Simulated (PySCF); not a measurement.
Multinuclear NMR of C$_{3}$H$_{8}$O$_{2}$Si

Structure with atom numbers: `[CH3:1][O:2][SiH2:3][C:4]([CH3:5])=[O:6]`. Each H is labelled by its parent atom.

Non-relativistic, a single conformation, no solvent model, averaged over atoms made equivalent by symmetry, fast rotation or ring inversion. Shieldings: GIAO PBE0/pcSseg-1; geometry: GFN2-xTB; PySCF 2.14.0 with density-fitted response routines.

Task: Predict the 29Si NMR data.

Result: 
```csv
atoms,environment,σ (ppm),δ (ppm)
Si3,"silicon bonded to C, O, 2 H",401.7,-50.2
```

Shieldings were converted by a linear fit to measured shifts: 29Si (scatter 8.9 ppm rms, 25.8 ppm with the 6 outliers that the fit left out vs TMS, solution or neat liquid). A few per cent of atoms miss by over 2 rms, more outside the fitted compound classes.

On a 600 MHz spectrometer 29Si resonates near 119.2 MHz, so 1 ppm is 119.2 Hz.

Task: What are the 17O shifts?

Result: 
```
atoms             environment  σ (ppm)  δ (ppm)
   O6         carbonyl oxygen   -522.8    742.9
   O2  oxygen bonded to C, Si    340.4    -43.4
```

Shieldings were converted by a linear fit to measured shifts: 17O: δ = 266.70 − 0.911σ (rms 10.7 ppm, 155 shifts, 12.2 ppm with the 3 outliers that the fit left out vs liquid water, solution or neat liquid). Occasional misses reach two or three times the rms, and more in compound classes unlike the fitted ones.

On a 300 MHz spectrometer 17O resonates near 40.7 MHz, so 1 ppm is 40.7 Hz.
